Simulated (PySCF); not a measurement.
Species: C₇H₈F₃N.
Z-matrix (Å and degrees, GFN2-xTB geometry), rows numbered from 1:
```
C 
N   1  1.4350
C   2  1.3568  1  125.71
C   3  1.3681  2  108.79  1   178.41
C   4  1.4108  3  106.90  2    -0.43
C   5  1.4958  4  126.50  3   177.44
C   6  1.5181  5  110.17  4   -87.77
F   7  1.3400  6  112.84  5    62.36
F   7  1.3473  6  112.10  5  -177.80
F   7  1.3423  6  112.56  5   -58.32
C   2  1.3554  1  125.38  3   177.75
H   1  1.0892  2  109.62  3    26.05
H   1  1.0900  2  109.94  3   145.79
H   1  1.0942  2  111.06  3   -93.99
H   3  1.0720  2  121.25  1    -1.90
H   4  1.0713  3  126.78  2   179.25
H   6  1.0914  5  111.27  4   153.41
H   6  1.0913  5  111.08  4    31.10
H  11  1.0722  2  121.61  1     2.15
```

NICS is the negative of the GIAO shielding at a point without a nucleus: at the ring centre (0) and 1 Å above and below it (1); zz is the component along the ring normal. Level: GIAO PBE0/pcSseg-1 (PySCF, non-relativistic, gas phase) on the GFN2-xTB geometry, one conformer.

Ring bond lengths (Å), with Mayer bond orders in brackets: N2–C3 1.357 (1.15), C3–C4 1.368 (1.51), C4–C5 1.411 (1.37), C5–C11 1.374 (1.48), C11–N2 1.355 (1.13).

Task: Give the NICS values of each ring in ppm.

Result: 
| ring | type | NICS(0) | NICS(1), two faces | NICS(1)zz, two faces | rms pucker (Å) | centre to ring atoms, mean (Å) |
| --- | --- | --- | --- | --- | --- | --- |
| N2–C3–C4–C5–C11 | 5-membered ring with N; formal bonds all aromatic | -13.4 | -10.7 / -10.6 | -28.4 / -27.7 | 0.00 | 1.17 |

Task: What do they say, and how far can they be read as aromaticity?

Result: 
- N2–C3–C4–C5–C11: mean NICS(1)zz -28.0 ppm, shielded. For a flat ring without four-coordinate atoms the NICS criterion counts such a value as aromatic.

Task: What does the geometric index give? Use HOMA with the parameters of Krygowski (1993).

Result: 
- N2–C3–C4–C5–C11: HOMA 0.92; the largest term is that of C4–C5, α(R − Ropt)² = 0.13. The geometric and the magnetic index point the same way.

Task: At the second NICS(1) probe listed for ring N2–C3–C4–C5–C11, 1 Å off the ring, how large is the induced field along the normal in 7.05 T applied along it?

Result: NICSzz × B0 = -27.7 ppm × 7.05 T = -195 μT, against the applied field.

Task: What are the shieldings of the ring atoms and their hydrogens in the same run (means over atoms taken as equivalent)?

Result: 
| atoms | environment | σ isotropic (ppm) | principal values of the symmetric part, first atom (ppm) |
| --- | --- | --- | --- |
| N2 | pyrrole-type nitrogen | 92.8 | -8.7, 105.0, 182.3 |
| C3 | aromatic CH next to a ring nitrogen | 62.1 | -8.4, 68.5, 126.3 |
| C4 | aromatic CH carbon | 70.1 | -8.9, 65.2, 154.0 |
| C5 | substituted aromatic carbon | 67.6 | -5.2, 53.0, 155.2 |
| C11 | aromatic CH next to a ring nitrogen | 61.6 | -10.2, 70.3, 124.8 |
| H15 | aromatic hydrogen | 25.22 | 21.9, 26.6, 27.1 |
| H16 | aromatic hydrogen | 25.35 | 22.6, 25.7, 27.7 |
| H19 | aromatic hydrogen | 25.11 | 21.5, 25.2, 28.5 |

On one thread of an Intel Xeon Platinum 8259CL at 2.50 GHz, no GPU, shared host with 96 logical CPUs at a one-minute load of 56, this took 71 s of wall time and 1.0 GiB of memory at its peak. This is the whole shielding run at PBE0/pcSseg-1, SCF included.
